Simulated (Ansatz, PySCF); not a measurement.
Se(Br)(GeH3) (BrGeH₃Se), SMILES [GeH3][Se]Br. Atoms are numbered in the order given.

```xyz
6

Se     0.1137    -0.0715     1.0805
Br     0.4077    -1.6122    -0.6362
Ge    -0.5075     1.6517    -0.3902
H     -0.7865     2.8621     0.5122
H      0.6555     1.9234    -1.3479
H     -1.7632     1.2181    -1.1509
```
Charge 0, spin multiplicity 1.

Geometry optimised at ωB97X-D3(BJ)/def2-SVP. The structure was generated by enumeration, and PubChem lists no compound with its InChIKey, so it may never have been made.

Vertical ionisation energy (IE) and electron affinity (EA) in eV. Rows of orbital energies are one-electron estimates. Where ΔSCF, EOM or ADC give a negative EA the extra electron is unbound and the value depends on the basis.

```csv
level,IE,EA
"−ε(HOMO), −ε(LUMO), r2SCAN/def2-TZVPD (PySCF)",5.95,3.36
"−ε(HOMO), −ε(LUMO), PBE/def2-TZVPD (PySCF)",5.70,3.45
"ΔSCF, PBE0/def2-SVPD (Ansatz), final states of multiplicity 2 and 2",8.89,0.90
"ΔSCF, PBE/def2-SVPD (Ansatz), final states of multiplicity 2 and 2",8.66,0.90
```

### Question
What vertical singlet–triplet gap does ΔSCF give with PBE0/def2-SVPD (Ansatz, a first-principles code) and with PBE/def2-SVPD (Ansatz)? (The exact figures need the calculation; the answer reports its results.)

### Answer
2.05 and 1.97 eV (triplet above singlet where positive).
